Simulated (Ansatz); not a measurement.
Born–Oppenheimer molecular dynamics of Cl$_{3}$FHf (5 atoms, charge 0, multiplicity 1). It starts from a relaxed structure.

All numbers below come from RHF/def2-SVP in Ansatz 0.2.0.

| Item | Value |
| --- | --- |
| ensemble | NVE (velocity Verlet) |
| time step | 2 fs |
| steps asked | 100 |
| starting velocities drawn for | 1000 K |
| seed | 758495 |

First frame:

```xyz
5
Properties=species:S:1:pos:R:3
Hf 0.001 0.000 -0.036
F 0.000 0.000 1.859
Cl 2.237 0.000 -0.787
Cl -1.117 1.937 -0.787
Cl -1.117 -1.937 -0.787
```

Problem. How far do the bonds stretch over the last three quarters of this one trajectory? (Pairs bonded in most of those frames.)

Solution. 
```csv
bond,mean (Å),spread (Å),shortest,longest
Hf1–F2,1.901,0.045,1.83,1.97
Hf1–Cl3,2.383,0.096,2.23,2.51
Hf1–Cl4,2.357,0.017,2.33,2.39
Hf1–Cl5,2.367,0.039,2.30,2.42
```

Mean temperature of the second half: 520 K. The conserved energy stayed within 0.41 meV per atom of its start (net change 0.29 meV per atom), so the integration is sound. Over the second half the temperature averaged 0.52 of the 1000 K drawn at the start: a run that starts near a minimum puts about half its kinetic energy into the potential. A run of 0.2 ps of so small a system gives no equilibrium averages.

Time of the run: 4.3 min on 1 thread of Arm Neoverse V2 (shared host), peak memory 0.2 GiB.
